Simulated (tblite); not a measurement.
Compound: C5H9B2ClO2.
SMILES with atom numbers: `[CH2:1]=[C:2]([CH3:3])[C@@H:4]1[CH2:5][O:6][BH:7][B:8]([Cl:9])[O:10]1` (hydrogens: H11, H12 on C1; H13, H14, H15 on C3; H16 on C4; H17, H18 on C5; H19 on B7)

Computed with GFN2-xTB (tblite), gas phase: L-BFGS steps from a force-field or distance-geometry start until the largest atomic force falls under 0.01 eV/Å.

At the end of the run (lengths in Å): B8–O10 1.349, O6–B7 1.340, B8–Cl9 1.738, C4–C5 1.539, C3–H13 1.086, C5–O6 1.413, C5–H17 1.094, C4–O10–B8 120.3°, B7–B8–Cl9 130.6°, Cl9–B8–O10 112.9°, C3–C2–C4 115.7°, C1–C2–C4–C5 -99°, C2–C4–C5–O6 180°, C4–C5–O6–B7 39°, H19–B7–B8–Cl9 -26°, H16–C4–C2–C1 20°.

**Question.** These geometries were met on the way; a selection of coordinates is given. Order them by energy above the end point, lowest first.
A. B8–O10 1.368, O6–B7 1.338, B8–Cl9 1.734, C4–C5 1.540, C3–H13 1.089, C5–O6 1.415, C5–H17 1.105, C4–O10–B8 117.3°, B7–B8–Cl9 132.2°, Cl9–B8–O10 113.6°, C3–C2–C4 119.8°, C1–C2–C4–C5 -123°, C2–C4–C5–O6 -177°, C4–C5–O6–B7 20°, H19–B7–B8–Cl9 7°, H16–C4–C2–C1 -8°
B. B8–O10 1.375, O6–B7 1.330, B8–Cl9 1.730, C4–C5 1.526, C3–H13 1.101, C5–O6 1.412, C5–H17 1.099, C4–O10–B8 111.6°, B7–B8–Cl9 125.0°, Cl9–B8–O10 113.9°, C3–C2–C4 121.6°, C1–C2–C4–C5 -120°, C2–C4–C5–O6 -178°, C4–C5–O6–B7 17°, H19–B7–B8–Cl9 19°, H16–C4–C2–C1 -4°
C. B8–O10 1.475, O6–B7 1.453, B8–Cl9 1.851, C4–C5 1.473, C3–H13 1.129, C5–O6 1.371, C5–H17 1.134, C4–O10–B8 104.8°, B7–B8–Cl9 120.7°, Cl9–B8–O10 121.7°, C3–C2–C4 122.9°, C1–C2–C4–C5 -121°, C2–C4–C5–O6 -178°, C4–C5–O6–B7 21°, H19–B7–B8–Cl9 9°, H16–C4–C2–C1 -3°
D. B8–O10 1.347, O6–B7 1.338, B8–Cl9 1.752, C4–C5 1.529, C3–H13 1.087, C5–O6 1.411, C5–H17 1.095, C4–O10–B8 120.3°, B7–B8–Cl9 131.7°, Cl9–B8–O10 112.7°, C3–C2–C4 121.7°, C1–C2–C4–C5 -129°, C2–C4–C5–O6 -175°, C4–C5–O6–B7 25°, H19–B7–B8–Cl9 -2°, H16–C4–C2–C1 -11°
E. B8–O10 1.360, O6–B7 1.324, B8–Cl9 1.792, C4–C5 1.537, C3–H13 1.079, C5–O6 1.429, C5–H17 1.085, C4–O10–B8 108.9°, B7–B8–Cl9 119.6°, Cl9–B8–O10 122.4°, C3–C2–C4 123.7°, C1–C2–C4–C5 -121°, C2–C4–C5–O6 -176°, C4–C5–O6–B7 18°, H19–B7–B8–Cl9 12°, H16–C4–C2–C1 -5°

**Answer.** D (0.209 eV), A (0.355 eV), B (0.595 eV), E (0.977 eV), C (1.705 eV).

```
step  E above end (eV)  rms distance from the end, all atoms (Å)  largest force (eV/Å)  rms shift of all bonds from the end (Å)
  19             0.209                                     0.523                 0.386                                    0.005
  14             0.355                                     0.573                 0.401                                    0.007
   7             0.595                                     0.620                 0.739                                    0.012
   2             0.977                                     0.650                 1.299                                    0.017
   0             1.705                                     0.660                 4.175                                    0.054
```

Rows stand in the order of the answer.
